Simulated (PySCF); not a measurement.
Compound: C3H7NOSi.
Atom-mapped SMILES: `[CH3:1][CH2:2][O:3][SiH2:4][C:5]#[N:6]` (hydrogens: H7, H8, H9 on C1; H10, H11 on C2; H12, H13 on Si4)

A GFN2-xTB structure was refined with PBE0-D3(BJ)/def2-SVP geometry optimisation, gas phase in PySCF 2.14.0. Its GFN2-xTB values:

```
  coordinate  GFN2-xTB
       C1–C2   1.488 Å
       C1–H7   1.100 Å
       C2–O3   1.394 Å
      C2–H10   1.088 Å
      O3–Si4   1.663 Å
      Si4–C5   1.865 Å
     Si4–H12   1.473 Å
     Si4–H13   1.449 Å
       C5≡N6   1.134 Å
    C1–C2–O3    109.1°
   C2–O3–Si4    132.1°
   O3–Si4–C5    110.2°
   Si4–C5–N6    179.5°
C1–C2–O3–Si4     -179°
```

Q: How do these coordinates change at the PBE0-D3(BJ)/def2-SVP level?

A: 
```tsv
coordinate	PBE0-D3(BJ)/def2-SVP (Å or °)	change
Si4–H13	1.480	+0.031
C5≡N6	1.160	+0.026
C2–O3	1.417	+0.023
C1–C2	1.508	+0.020
C2–H10	1.106	+0.018
Si4–H12	1.489	+0.016
O3–Si4	1.647	-0.016
Si4–C5	1.868	+0.003
C1–H7	1.100	0.000
C2–O3–Si4	125.0	-7.1
O3–Si4–C5	108.5	-1.7
Si4–C5–N6	178.0	-1.5
C1–C2–O3	109.2	+0.1
C1–C2–O3–Si4	179	-2
```

The energy falls by 4.2 kcal/mol over 9 energy and gradient evaluations, the largest force component goes from 0.0402 to 4.5e-04 Eh/bohr, and the atoms move by 0.134 Å rms after alignment. The bond that changes most is Si4–H13 (oxygen-bound silicon to Si–H hydrogen), which lengthens by 0.031 Å. Bonds longer at the end by more than 0.005 Å: 7 of 12; shorter: 1. Rotational constants go from 5893, 1432, 1215 to 5411, 1514, 1248 MHz.

The run used 123 basis functions and 62 SCF cycles in all. Hardware: an Arm Neoverse V2 with one thread, shared host with 192 logical CPUs at a one-minute load of 163. Cost: 44 s, 0.50 GiB resident at most.

Not checked by PBE0-D3(BJ)/def2-SVP frequencies. One conformer, not necessarily the lowest.

The values belong to the conformer `[CH3:1][CH2:2][O:3][SiH2:4][C:5]#[N:6]`: C1–C2–O3–Si4 179°, C2–O3–Si4–C5 58°.
